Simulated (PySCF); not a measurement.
Broadened absorption spectrum of C4H7F2NO

Compound: C₄H₇F₂NO.
Cartesian coordinates in Å at the GFN2-xTB level; atoms count from 1:
```
atom  x, y, z in Å
C1    -1.7388    0.4559    0.3018
C2    -0.7512   -0.5524   -0.1949
N3    -0.7148   -1.7851    0.0466
C4     0.3519   -0.0039   -1.0780
O5     1.1915    0.9090   -0.3726
C6     1.8722    0.3707    0.6570
F7     1.1695    0.4538    1.8219
F8     2.9870    1.0884    0.8612
H9    -1.2094    1.2991    0.7415
H10   -2.3274    0.8307   -0.5348
H11   -2.4058    0.0215    1.0429
H12   -1.4579   -2.1336    0.6489
H13    0.9456   -0.8371   -1.4717
H14   -0.0626    0.5839   -1.8986
H15    2.1458   -0.6927    0.5219
```

Method used: TDDFT CAM-B3LYP/def2-SVPD, vertical, gas phase, core orbitals frozen in the response (PySCF 2.14.0, density-fitted response routines).

Computed states:

```tsv
state	E (eV)	f
S1	5.28	0.0027
S2	7.46	0.046
S3	7.62	0.0052
S4	8.24	0.218
S5	8.39	0.012
S6	8.50	0.031
S7	8.73	0.0037
S8	8.84	0.0066
```

Each state is given a Gaussian of 0.4 eV full width at half maximum, with ε(max) = 2.175×10⁸ f / Δν̃ (Δν̃ the width in cm⁻¹). The cross-section is σ = 3.8235×10⁻²¹ ε cm², given in Mb (10⁻¹⁸ cm²). The width is an assumption, not a result. The curve ends short of the highest state used, and states not computed would add to its high-energy end.

(1) Give the broadened spectrum and its maxima.

(2) On this curve, what absorbance would a 10⁻³ mol/L sample give at 254 nm over a 1 cm path?

(3) Coming from long wavelengths, where does ε first pass 100 L mol⁻¹ cm⁻¹?

(4) Does any computed singlet lie in the visible range?

Answers

(1) 
```json
{"λ (nm)": "150.5", "σ (Mb)": "60.49"}
{"λ (nm)": "153.2", "σ (Mb)": "39.86"}
{"λ (nm)": "155.9", "σ (Mb)": "14.09"}
{"λ (nm)": "158.5", "σ (Mb)": "4.68"}
{"λ (nm)": "161.2", "σ (Mb)": "6.24"}
{"λ (nm)": "163.8", "σ (Mb)": "10.88"}
{"λ (nm)": "166.5", "σ (Mb)": "12.48"}
{"λ (nm)": "169.2", "σ (Mb)": "8.93"}
{"λ (nm)": "171.8", "σ (Mb)": "4.26"}
{"λ (nm)": "174.5", "σ (Mb)": "1.32"}
{"λ (nm)": "177.1", "σ (Mb)": "0.30"}
{"λ (nm)": "179.8", "σ (Mb)": "0.05"}
{"λ (nm)": "182.5", "σ (Mb)": "0.01"}
{"λ (nm)": "185.1", "σ (Mb)": "0.00"}
{"λ (nm)": "187.8", "σ (Mb)": "0.00"}
{"λ (nm)": "190.4", "σ (Mb)": "0.00"}
{"λ (nm)": "193.1", "σ (Mb)": "0.00"}
{"λ (nm)": "195.8", "σ (Mb)": "0.00"}
{"λ (nm)": "198.4", "σ (Mb)": "0.00"}
{"λ (nm)": "201.1", "σ (Mb)": "0.00"}
{"λ (nm)": "203.7", "σ (Mb)": "0.00"}
{"λ (nm)": "206.4", "σ (Mb)": "0.00"}
{"λ (nm)": "209.1", "σ (Mb)": "0.00"}
{"λ (nm)": "211.7", "σ (Mb)": "0.00"}
{"λ (nm)": "214.4", "σ (Mb)": "0.01"}
{"λ (nm)": "217.0", "σ (Mb)": "0.03"}
{"λ (nm)": "219.7", "σ (Mb)": "0.07"}
{"λ (nm)": "222.4", "σ (Mb)": "0.16"}
{"λ (nm)": "225.0", "σ (Mb)": "0.28"}
{"λ (nm)": "227.7", "σ (Mb)": "0.44"}
{"λ (nm)": "230.3", "σ (Mb)": "0.58"}
{"λ (nm)": "233.0", "σ (Mb)": "0.68"}
{"λ (nm)": "235.7", "σ (Mb)": "0.70"}
{"λ (nm)": "238.3", "σ (Mb)": "0.63"}
{"λ (nm)": "241.0", "σ (Mb)": "0.51"}
{"λ (nm)": "243.6", "σ (Mb)": "0.38"}
{"λ (nm)": "246.3", "σ (Mb)": "0.25"}
{"λ (nm)": "249.0", "σ (Mb)": "0.15"}
{"λ (nm)": "251.6", "σ (Mb)": "0.08"}
{"λ (nm)": "254.3", "σ (Mb)": "0.04"}
{"λ (nm)": "256.9", "σ (Mb)": "0.02"}
{"λ (nm)": "259.6", "σ (Mb)": "0.01"}
{"λ (nm)": "262.3", "σ (Mb)": "0.00"}
{"λ (nm)": "264.9", "σ (Mb)": "0.00"}
```

Maxima: 235 nm (5.28 eV), ε about 180, made up of S1 (100%); 166 nm (7.47 eV), ε about 3300, made up of S2 (93%) (ε in L mol⁻¹ cm⁻¹; maxima over ε = 5, shares over 10%). At its high-energy end, 8.24 eV, the curve is still rising (ε about 16000, from S4).

(2) 254 nm is 4.881 eV, where ε is about 12 L mol⁻¹ cm⁻¹, so A = ε c l ≈ 0.012 (Beer–Lambert, with the gas-phase spectrum and the assumed width).

(3) At about 243 nm (5.09 eV), 0.19 eV below S1.

(4) No computed singlet lies in the visible range (380 to 750 nm); the lowest, at 235 nm, stands 2.02 eV above its violet end (3.26 eV).

Time: 58 s. Hardware: Arm Neoverse V2, one thread, on a shared host.

One conformer stands for the species.
